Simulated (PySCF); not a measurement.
**Ionisation energy of Hf²⁺ by level of theory**

Hf²⁺ [Xe] 4f14 5d2 (3F) → Hf³⁺ [Xe] 4f14 5d1 (2D), as a difference of total energies. Computed with PySCF 2.14 in aug-cc-pV5Z-PP with ECP60MDF (8s8p7d5f4g3h2i, 197 functions), with a scalar-relativistic core potential. The calculations carry no spin-orbit coupling.

```
method  ionisation energy (eV)
   UHF                  21.547
 TPSSh                  22.416
  PW91                  22.650
```

The reference lies between the lowest fine-structure levels, while these numbers refer to the centres of the terms.

For comparison: 22.55 ± 0.04 eV (theoretical estimate listed by NIST; NIST Atomic Spectra Database, ionization energies).
